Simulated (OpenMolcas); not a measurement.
## Tm2+: moving the ligands

Tm2+ with 6 ligands (bromide) in tetragonal octahedral coordination (D4h) at 2.94 Å, the axial distance 2.734 Å. A charge of +0.667 e stands 2.4 Å behind each ligand. Ligand basis ANO-RCC-VDZP.
```
Tm    0.0000    0.0000    0.0000
Br    2.9400    0.0000    0.0000
Br    0.0000    2.9400    0.0000
Br   -2.9400    0.0000    0.0000
Br    0.0000   -2.9400    0.0000
Br    0.0000    0.0000    2.7342
Br    0.0000    0.0000   -2.7342
```

```json
{"Program": "OpenMolcas", "Method": "SS-CASPT2, IPEA 0.25 Eh, imaginary shift 0.1 Eh (closed shells correlated: 5s 5p and the ligand valence shells)", "Basis": "ANO-RCC-VDZP [7s6p4d2f1g]", "Scalar Hamiltonian": "DKH2, point nucleus", "Active space": "13 electrons in 7 orbitals (4f)", "State averaging": "2S+1 = 2 odd, 7 roots", "Spin-orbit coupling": "state interaction with AMFI integrals over the reference wave functions"}
```

Runs around this geometry, states (labels of D4, the rotations of D4h). Energies in cm-1 above the lowest state or level, χT in cm3 K/mol.

```json
{"R (Å)": "2.81", "Ground state": "2E", "First state of that spin": "2A2 74", "First gap with spin-orbit (degeneracies)": "79 (2, 2)", "Width of lowest J": "119", "χT at 300 K": "2.555"}
{"R (Å)": "2.94", "Ground state": "2E", "First state of that spin": "2A2 38", "First gap with spin-orbit (degeneracies)": "37 (2, 2)", "Width of lowest J": "134", "χT at 300 K": "2.556"}
{"R (Å)": "3.04", "Ground state": "2E", "First state of that spin": "2A2 1", "First gap with spin-orbit (degeneracies)": "45 (2, 2)", "Width of lowest J": "143", "χT at 300 K": "2.559"}
```

Over all roots computed the reference weight is 0.65 in R = 2.81, 0.65 in R = 2.94, 0.65 in R = 3.04; a low but even weight reflects the number of correlated electrons. Splittings of an f shell from a small cluster at a set distance can be off by tens of per cent, mostly too small. No measured value stands beside these numbers; the geometry was imposed, not optimised, and the real ion may take another.
